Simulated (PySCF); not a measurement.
# Computed properties of Si(CF3)(H)3 (CH₃F₃Si), SMILES FC(F)([SiH3])F

Si(CF3)(H)3 (CH3F3Si), SMILES FC([SiH3])(F)F. Geometry optimised at ωB97X-D3(BJ)/def2-SVP. Other conformers were not sampled. All values are computed for the isolated molecule unless a solvent is named; none is compared with measurement here.

**Structure.** The optimised structure has C3v symmetry. All 18 harmonic modes at ωB97X-D3(BJ)/def2-SVP (PySCF) are real, so it is a minimum. With heavy atoms numbered as in [SiH3:1][C:2]([F:3])([F:4])[F:5], the shortest bond between them is C2–F4 at 1.348 Å and the longest Si1–C2 at 1.930 Å.

**Vibrations.** The strongest infrared lines (harmonic, unscaled, degenerate partners summed) lie at 1190 cm⁻¹ (449 km/mol, C 72 %, F 26 %), 925 cm⁻¹ (246 km/mol, H 88 %, Si 9 %), 2303 cm⁻¹ (190 km/mol, H 96 %). The softest mode is at 149 cm⁻¹ and the zero-point energy is 25.0 kcal/mol.

**Electronic structure.** CAM-B3LYP/def2-TZVP (PySCF) places the frontier levels at -11.13 and 1.02 eV, a gap of 12.15 eV, and gives a dipole moment of 2.21 D and a mean polarisability of 40.6 bohr³.

**Excitations.** TDA-CAM-B3LYP/def2-SVPD (PySCF) has S1 at 9.06 eV (137 nm, f = 0.002, weak); the most intense of the 10 singlets computed lies at 9.89 eV (f = 0.33). Strengths of degenerate partners are summed. T1 (TDA) is at 8.21 eV, 0.85 eV under S1. No vertical singlet excitation falls in the visible range (under 3.1 eV).

**NMR.** GIAO shifts at B3LYP/pcSseg-1 (PySCF) (non-relativistic, atoms alike by connectivity averaged): ¹³C at 140.9 ppm against TMS; ¹H at 4.2 ppm against TMS; ²⁹Si at -69.7 ppm against TMS; ¹⁹F at -74.1 ppm against CFCl3.
